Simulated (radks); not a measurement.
Values are calculated unless marked as measured or tabulated.
Lu3+, configuration [Xe] 4f14 (the NIST ground configuration). Code: a radial shooting solver on a logarithmic mesh with Libxc functionals. Model: non-relativistic Kohn-Sham, LDA (Slater exchange, Perdew-Wang correlation), spin-polarised, spherical densities, point nucleus; relativity is left out, which matters for an element this heavy.

Normalised radial functions P(r) = r R(r), r in bohr:

r	4d	5s	5p
0.001241	0.0000	0.0404	0.0010
0.001628	0.0000	0.0515	0.0017
0.002155	0.0001	0.0656	0.0028
0.002851	0.0002	0.0824	0.0048
0.003772	0.0004	0.1016	0.0082
0.004991	0.0009	0.1222	0.0138
0.006604	0.0019	0.1418	0.0227
0.008668	0.0041	0.1559	0.0363
0.01147	0.0089	0.1588	0.0574
0.01517	0.0190	0.1410	0.0876
0.02008	0.0394	0.0929	0.1276
0.02657	0.0786	0.0088	0.1737
0.03515	0.1498	-0.1038	0.2146
0.04614	0.2644	-0.2108	0.2279
0.06104	0.4381	-0.2606	0.1833
0.08077	0.6513	-0.1826	0.0555
0.1069	0.8312	0.0389	-0.1379
0.1414	0.8369	0.2957	-0.3030
0.1871	0.5129	0.3630	-0.2918
0.2456	-0.1444	0.0968	-0.0373
0.3249	-0.9438	-0.3604	0.3355
0.4299	-1.4523	-0.5505	0.4890
0.5688	-1.4122	-0.1795	0.2032
0.7527	-0.9680	0.5113	-0.3714
0.9879	-0.4851	0.9868	-0.8414
1.307	-0.1651	0.9903	-0.9640
1.73	-0.0361	0.6434	-0.7395
2.288	-0.0045	0.2752	-0.3936
3.028	-0.0003	0.0725	-0.1382
4.006	0.0000	0.0104	-0.0290

4d: eigenvalue -219.97 eV, 1 radial node at r = 0.233 bohr, <r> = 0.550 bohr, 90 % of the charge inside 0.827 bohr. 5s: eigenvalue -77.101 eV, 4 radial nodes at r = 0.0272, 0.103, 0.261, 0.614 bohr, <r> = 1.27 bohr, 90 % of the charge inside 1.83 bohr. 5p: eigenvalue -56.092 eV, 3 radial nodes at r = 0.0881, 0.253, 0.633 bohr, <r> = 1.42 bohr, 90 % of the charge inside 2.07 bohr.
